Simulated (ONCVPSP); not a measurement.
## Which change was made? (Ir, ONCV)

| Property | Result |
| --- | --- |
| Element | iridium (Ir) |
| Generator | ONCVPSP 4.0.1 |
| Type | optimised norm-conserving Vanderbilt (ONCV) |
| Functional | PBE |
| Relativity | scalar-relativistic |
| Frozen core | [Kr] 4d10 4f14 |
| Valence charge | 17 |
| Reference configuration | 5s2 5p6 5d7.5 6s1.5 |
| Partial waves | 5s+6s: rc 1.60 bohr, ncon 4, nbas 8, qcut 7.8 1/bohr, 2 projectors; 5p: rc 1.55 bohr, ncon 3, nbas 7, qcut 8 1/bohr, 1 projector; 5d: rc 2.35 bohr, ncon 4, nbas 8, qcut 6.2 1/bohr, 2 projectors, debl 3.1 Ha |
| Local potential | polynomial inside 1.40 bohr (lpopt 4, dvloc0 3 Ha) |
| Core correction | Teter function, fcfact 5, rcfact 1.25 |

Cutoffs, loose and tight: the cutoffs (Ha) at which the residual kinetic energy of the hardest occupied pseudo-wave falls to 1 and 0.1 mHa per electron. They do not see the model core or the augmentation charge, which bear on the density cutoff. Test errors are all-electron minus pseudo excitation energies from the reference, over the configurations 5s2 5p6 5d7 6s2; 5s2 5p6 5d7 6s1; 5s2 5p6 5d7 6s0; 5s2 5p6 5d6 6s0; variants that change the core or the reference have their own tests.

The base gives: outcome: generated; cutoff, loose: 22 Ha; cutoff, tight: 26 Ha; bound ghosts: none; GHOST(+) flags above zero: none; largest test error (meV): -9.7.

(1) After one change the result is: outcome: generated; cutoff, loose: 22 Ha; cutoff, tight: 26 Ha; bound ghosts: none; GHOST(+) flags above zero: none; largest test error (meV): -15. Which change was it?
A. reference 5s2 5p6 5d7 6s2
B. d: qcut 7.9
C. all radii but the core radius scaled by about 0.77 (s 1.24, p 1.20, d 1.82 bohr); local potential polynomial inside 1.08 bohr (lpopt 4, dvloc0 3 Ha)
D. core [Xe] 4f14, valence charge 9; reference 5d7 6s2; waves now 6s: rc 1.90 bohr, ncon 3, nbas 7, qcut 2.8 1/bohr, 2 projectors, debl 3.2 Ha; p scattering state at 0.44 Ha: rc 1.70 bohr, ncon 3, nbas 7, qcut 4.2 1/bohr, 3 projectors, debl 2 Ha; 5d: rc 1.55 bohr, ncon 5, nbas 8, qcut 6.7 1/bohr, 2 projectors, debl 1 Ha; local potential polynomial inside 1.55 bohr (lpopt 5, dvloc0 0 Ha)

Results:

(1) B. The others give: all radii but the core radius scaled by about 0.77 (s 1.24, p 1.20, d 1.82 bohr); local potential polynomial inside 1.08 bohr (lpopt 4, dvloc0 3 Ha) → outcome: generated; cutoff, loose: 30 Ha; cutoff, tight: 107 Ha; bound ghosts: none; GHOST(+) flags above zero: s; largest test error (meV): -9.3 | core [Xe] 4f14, valence charge 9; reference 5d7 6s2; waves now 6s: rc 1.90 bohr, ncon 3, nbas 7, qcut 2.8 1/bohr, 2 projectors, debl 3.2 Ha; p scattering state at 0.44 Ha: rc 1.70 bohr, ncon 3, nbas 7, qcut 4.2 1/bohr, 3 projectors, debl 2 Ha; 5d: rc 1.55 bohr, ncon 5, nbas 8, qcut 6.7 1/bohr, 2 projectors, debl 1 Ha; local potential polynomial inside 1.55 bohr (lpopt 5, dvloc0 0 Ha) → outcome: failed: ERROR pspot: first pseudo wave function has node, program will stop | reference 5s2 5p6 5d7 6s2 → outcome: generated; cutoff, loose: 22 Ha; cutoff, tight: 26 Ha; bound ghosts: none; GHOST(+) flags above zero: none; largest test error (meV): +66.
